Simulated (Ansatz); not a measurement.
Input file for Ansatz (a program for electronic structure): R-RI-MP2/def2-QZVPP on CH5OSb (SMILES C[O][SbH2]), a point of a torsion scan. Elements past Kr take the def2 small-core potentials; no spin–orbit coupling. Files ending in .json are basis or fitting sets from the Basis Set Exchange. The run froze 11 orbitals, filled d shells among them.

Ansatz 0.2 input:
```yaml
crystal:
  periodic: [false, false, false]
  atoms:
    - {symbol: C, position_ang: [1.14188462, 0.10109193, 0.01677323]}
    - {symbol: O, position_ang: [0.23801863, -0.65333785, -0.73282259]}
    - {symbol: Sb, position_ang: [-1.70926894, -0.66318180, -0.26762714]}
    - {symbol: H, position_ang: [0.83470222, 1.14735811, 0.10237001]}
    - {symbol: H, position_ang: [1.28255822, -0.30536277, 1.02325306]}
    - {symbol: H, position_ang: [2.09615382, 0.05769876, -0.51085301]}
    - {symbol: H, position_ang: [-2.10425338, -0.04707413, -1.80047997]}
    - {symbol: H, position_ang: [-1.68902151, 0.95888858, 0.28828615]}
basis:
  gaussian:
    orbitals: def2-QZVPP.json
    fitting: {mean_field: def2-universal-JKFIT, correlation: def2-QZVPP-RIFIT.json}
magnetization: {spin_polarized: false}
correlation: {method: mp2, electrons: outside_noble_gas}
scf: {lower_state_search: off}
```

The log:

```
WARN ansatz: RAYON_NUM_THREADS=1 ignored (pool sized by the plan → 1); use --threads N
Functional definition: HF
these checks for a lower state are left out or cut short: stability, starts, cluster_reference, orbital_swaps, neighbouring_geometries, increment
integrals: 0.46 GiB planned
460 factors; integrals over basis functions are off by at most 2.8e0 eV
mean field: 0.72 GiB planned
mean field evaluation 1: about -9655.1810 eV, gradient 3.6e1 eV
mean field evaluation 2: about -9656.8226 eV, gradient 2.7e1 eV
mean field evaluation 4: about -9658.1148 eV, gradient 1.1e0 eV
mean field -9658.11891949 eV, -354.9293237833 hartree, gradient 2.1e-6 eV, S^2 0.000000; 0 other end points of the search recorded, 0 dependent functions left out
11 core orbitals not correlated
838 factors; their error is unknown
reference -9658.11891949 eV, -354.9293237833 hartree; 10, 10 occupied and 325, 325 virtual orbitals, 838 factors
second order -16.03066035 eV of doubles, -0.00000000 eV of singles
Total energy: -9674.14957984 eV, -355.5184396850 hartree
Checks for a lower state left out: stability, starts, cluster_reference, orbital_swaps, neighbouring_geometries, increment
```

The calculation finished and met its thresholds.

Cost: about 5 core-seconds (a rough figure).
